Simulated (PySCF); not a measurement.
## How methods differ on the excitation energy of Fe

Fe [Ar] 3d6 4s2 (5D) → Fe [Ar] 3d6 4s1 4p1 (high-spin determinant), as a difference of total energies. All numbers are calculated (PySCF 2.14, the spin-free X2C one-electron Hamiltonian (Gaussian nucleus), in aug-cc-pVTZ-DK (8s7p5d3f2g, 93 functions)). Correlated levels: valence: [Ar] frozen. The calculations carry no spin-orbit coupling.

```
           method  excitation energy (eV)
              UHF                   1.305
              LDA                   2.730
              PBE                   2.513
             PBE0                   2.311
             TPSS                   2.360
            wB97X                   3.128
          wB97X-V                   2.547
            B3LYP                   2.771
    MP2 (valence)                   2.212
SCS-MP2 (valence)                   2.504
```

Problem. How much does correlation contribute at MP2 (valence)?

Solution. 2.212 − (1.305) = 0.907 eV, measured against UHF.

A first-order spin-orbit estimate (lowest level to lowest level, LS coupling) adds 0.016 eV.

The determinant of the upper state mixes LS terms, which raises its energy above the lowest term, most at the Hartree-Fock and MP2 levels.
